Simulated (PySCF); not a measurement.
Job file and geometry (Å, from GFN2-xTB) of an NMR shielding run on SMILES C=C[Si@@H](N=C)C(N)=O, C4H8N2OSi, GIAO PBE0/pcSseg-1 NMR shielding, non-relativistic, gas phase in PySCF; density fitting, a coarse starting grid and PySCF grid level 2 are the driver's defaults:

```
$ OMP_NUM_THREADS=1 python probes_run.py task.json out

{"job": {"kind": "nmr", "xc": "PBE0", "basis": "pcSseg-1"}, "charge": 0, "multiplicity": 1}
C      0.076662     2.448252    -0.296513
C     -0.261188     1.356243    -0.964142
Si     0.297312    -0.395450    -0.553930
N      0.954123    -0.290666     1.036269
C      2.076731    -0.491659     1.547819
C     -1.285969    -1.454042    -0.274898
N     -1.817847    -1.422108     0.962667
O     -1.797939    -2.075888    -1.185628
H      0.725837     2.403362     0.562421
H     -0.276550     3.430283    -0.572844
H     -0.913248     1.455407    -1.822589
H      1.075517    -0.972952    -1.653182
H      2.968722    -0.797196     0.996917
H      2.206465    -0.356155     2.619307
H     -1.367540    -0.900939     1.693869
H     -2.668686    -1.927547     1.160529
```

Task: What does the program print?

Result: 
```
coarse grid: 14144 points
cycle   1  E = -630.6569436494  dE =  1.128e+00  |g| = 8.964e-01  |ddm| = 3.682e+00
cycle   2  E = -629.9620265341  dE =  6.949e-01  |g| = 1.994e+00  |ddm| = 2.353e+00
cycle   3  E = -630.8055211833  dE = -8.435e-01  |g| = 3.050e-01  |ddm| = 1.876e+00
cycle   4  E = -630.8227626739  dE = -1.724e-02  |g| = 1.431e-01  |ddm| = 3.610e-01
cycle   5  E = -630.8263780405  dE = -3.615e-03  |g| = 5.584e-02  |ddm| = 1.162e-01
cycle   6  E = -630.8270645654  dE = -6.865e-04  |g| = 1.060e-02  |ddm| = 3.999e-02
cycle   7  E = -630.8270858141  dE = -2.125e-05  |g| = 4.853e-03  |ddm| = 1.099e-02
cycle   8  E = -630.8270908954  dE = -5.081e-06  |g| = 9.860e-04  |ddm| = 3.963e-03
final grid: 132928 points
cycle   9  E = -630.8796506143  dE = -1.340e-05  |g| = 1.336e-02  |ddm| = 2.329e-02
cycle  10  E = -630.8795540775  dE =  9.654e-05  |g| = 2.604e-02  |ddm| = 2.674e-02
cycle  11  E = -630.8796850503  dE = -1.310e-04  |g| = 2.926e-03  |ddm| = 1.910e-02
cycle  12  E = -630.8796869555  dE = -1.905e-06  |g| = 2.470e-04  |ddm| = 2.297e-03
cycle  13  E = -630.8796869684  dE = -1.290e-08  |g| = 1.210e-04  |ddm| = 3.810e-04
cycle  14  E = -630.8796869713  dE = -2.965e-09  |g| = 5.191e-05  |ddm| = 1.301e-04
cycle  15  E = -630.8796869719  dE = -5.193e-10  |g| = 1.815e-05  |ddm| = 4.591e-05
converged SCF energy = -630.8796869719

GIAO shielding tensors (ppm)
atom      isotropic    diamagn.    paramagn.     s11        s22        s33       span
  0 C       44.657     254.452    -209.796    -81.826     43.623    172.174    254.000
  1 C       47.024     262.683    -215.660    -68.358     36.367    173.062    241.421
  2 Si     394.568     883.362    -488.794    343.256    408.700    431.748     88.491
  3 N     -146.142     333.866    -480.008   -530.789   -180.108    272.473    803.262
  4 C       11.191     251.200    -240.009    -83.193    -12.190    128.956    212.149
  5 C        4.860     253.126    -248.267    -80.959     -2.644     98.181    179.140
  6 N      136.072     322.615    -186.543     15.095    159.338    233.783    218.688
  7 O     -153.930     399.004    -552.934   -549.942   -236.685    324.838    874.780
  8 H       25.856      32.886      -7.030     22.694     24.656     30.219      7.525
  9 H       25.188      28.867      -3.679     22.117     24.786     28.662      6.545
 10 H       25.275      31.460      -6.185     23.045     25.157     27.624      4.579
 11 H       26.675      30.087      -3.412     24.009     24.669     31.347      7.337
 12 H       22.899      29.166      -6.266     20.917     21.980     25.802      4.885
 13 H       22.886      28.936      -6.050     21.853     22.269     24.537      2.683
 14 H       25.433      33.963      -8.530     20.407     26.339     29.553      9.146
 15 H       26.547      29.623      -3.076     21.267     24.085     34.289     13.021
```

Size and cost of the density-fitted run: 183 basis functions, 48 s wall time on 1 thread of an Arm Neoverse N1, shared host; peak memory 0.83 GiB.
